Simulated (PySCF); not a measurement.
Si(F)(I)2(OH) (FHI₂OSi), SMILES F[Si](O)(I)I.

Geometry optimised at PBE0-D3(BJ)/def2-SVP. The structure was generated by enumeration, and PubChem lists no compound with its InChIKey, so it may never have been made. The def2 effective core potentials stand for the cores of I; spin–orbit coupling is left out. Other conformers were not sampled.

Level of theory: TDDFT-PBE/def2-SVPD (PySCF).

Vertical excitations. 

| state | energy (eV) | λ (nm) | f | main pairs |
|---|---|---|---|---|
| S1 | 4.57 | 271 | 0.032 | HOMO→LUMO 98 % |
| S2 | 4.66 | 266 | 0.001 | HOMO−1→LUMO 99 % |
| S3 | 4.92 | 252 | 0.006 | HOMO−2→LUMO 99 % |
| S4 | 5.19 | 239 | 0.005 | HOMO−3→LUMO 99 % |
| S5 | 5.85 | 212 | 0.000 | HOMO→LUMO+1 93 % |
| S6 | 5.98 | 207 | 0.001 | HOMO−1→LUMO+1 94 % |
| S7 | 6.23 | 199 | 0.016 | HOMO−2→LUMO+1 96 % |
| S8 | 6.29 | 197 | 0.007 | HOMO→LUMO+2 84 % |
| S9 | 6.34 | 196 | 0.007 | HOMO→LUMO+3 82 % |
| S10 | 6.38 | 194 | 0.024 | HOMO−4→LUMO 40 %, HOMO−1→LUMO+3 27 %, HOMO−1→LUMO+2 19 % |
| T1 | 4.17 | 297 | 0 | HOMO→LUMO 99 % |
| T2 | 4.35 | 285 | 0 | HOMO−1→LUMO 100 % |
| T3 | 4.58 | 271 | 0 | HOMO−2→LUMO 99 % |
| T4 | 4.84 | 256 | 0 | HOMO−3→LUMO 99 % |
Triplets are in the Tamm–Dancoff approximation, which puts them higher than full response would, so one can lie above its singlet here.
